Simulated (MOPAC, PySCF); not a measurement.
BI3, SMILES `IB(I)I`, neutral singlet in the gas phase. 

Z-matrix (Å, degrees):
```
B
I 1 2.1107
I 1 2.1107 2 119.99
I 1 2.1107 2 119.99 3 179.91
```
Charge 0, multiplicity 1.

All levels are single points at this geometry (PBE0-D3(BJ)/def2-TZVP); Pople sets use spherical d functions. Orbital energies aren't observables, and empty levels follow the basis.

SVWN5/6-31G* (LANL2DZ on I) in PySCF gives gap (eV) = 3.07.

Question: Estimate the gap (eV) from each of these levels: PBE-D3(BJ)/def2-TZVP in PySCF; PBE0-D3(BJ)/def2-TZVP in PySCF; ωB97X-D3(BJ)/def2-TZVP in PySCF; B3LYP/6-31G* (LANL2DZ on I) in PySCF; BP86/6-31G* (LANL2DZ on I) in PySCF; PBE/6-31G* (LANL2DZ on I) in PySCF; PM6 in MOPAC; PM7 in MOPAC.

Answer: 
| level | gap (eV) |
|---|---|
| PBE-D3(BJ)/def2-TZVP in PySCF | 3.02 |
| PBE0-D3(BJ)/def2-TZVP in PySCF | 4.87 |
| ωB97X-D3(BJ)/def2-TZVP in PySCF | 9.10 |
| B3LYP/6-31G* (LANL2DZ on I) in PySCF | 4.69 |
| BP86/6-31G* (LANL2DZ on I) in PySCF | 3.20 |
| PBE/6-31G* (LANL2DZ on I) in PySCF | 3.17 |
| PM6 in MOPAC | 6.14 |
| PM7 in MOPAC | 6.50 |
